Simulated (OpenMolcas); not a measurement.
**How methods differ on InF (SMILES [F][In])**

The species is InF (2 atoms), meant as a singlet with charge 0. As SMILES, `[F][In]`. The coordinates come from a PBE0-D4/def2-TZVP relaxation.

```xyz
2

F     0.0000    0.0000    0.0159
In    0.0000    0.0000    2.0096
```

Quantity: the HOMO–LUMO gap, in eV. The values are calculated.

```tsv
level	kind	program	value (eV)	CPU time
PBE/def2-TZVPP (core potential)	GGA	OpenMolcas	4.25	14 s
revPBE/def2-TZVPP (core potential)	GGA	OpenMolcas	4.24	13 s
M06-L/def2-TZVPP (core potential)	meta-GGA	OpenMolcas	4.55	18 s
TPSS/def2-TZVPP (core potential)	meta-GGA	OpenMolcas	?	20 s
r2SCAN/def2-TZVPP (core potential)	meta-GGA	OpenMolcas	?	16 s
B3LYP/def2-TZVPP (core potential)	global hybrid	OpenMolcas	5.59	12 s
BHLYP/def2-TZVPP (core potential)	global hybrid	OpenMolcas	7.48	12 s
B2PLYP/def2-TZVPP (core potential)	double hybrid	OpenMolcas	7.60	11 s
```

Estimate the missing values from the other rows.

As computed at these levels: TPSS/def2-TZVPP (core potential): 4.38 eV; r2SCAN/def2-TZVPP (core potential): 4.72 eV. The values span 4.24 to 7.60 eV. Orbital gaps aren't excitation energies, and those of double hybrids come from the SCF part alone; they tend to grow with the share of exact exchange. Times are those of the runs behind each value, whatever else they computed, on shared processors of several kinds: orders of magnitude only.
